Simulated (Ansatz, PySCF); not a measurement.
H4OSSiZn, SMILES [SiH3][O][Zn][SH].

Coordinates come from a PBE-D3(BJ)/def2-SVP optimisation. Other conformers were not sampled.

Vertical ionisation energy (IE) and electron affinity (EA) in eV. Rows of orbital energies are one-electron estimates. Where ΔSCF, EOM or ADC give a negative EA the extra electron is unbound and the value depends on the basis.

```tsv
level	IE	EA
−ε(HOMO), −ε(LUMO), B3LYP/def2-TZVP (PySCF)	7.42	1.66
−ε(HOMO), −ε(LUMO), PBE/def2-TZVP (PySCF)	6.46	2.25
ΔSCF, PBE0/def2-SVPD (Ansatz), final states of multiplicity 2 and 2	9.77	0.01
ΔSCF, PBE/def2-SVPD (Ansatz), final states of multiplicity 2 and 2	9.31	0.17
```

What vertical singlet–triplet gap does ΔSCF give with PBE0/def2-SVPD (Ansatz, a first-principles code) and with PBE/def2-SVPD (Ansatz)? (An estimate is asked for; the answer gives what the named calculation found.)

4.79 and 4.32 eV (triplet above singlet where positive).
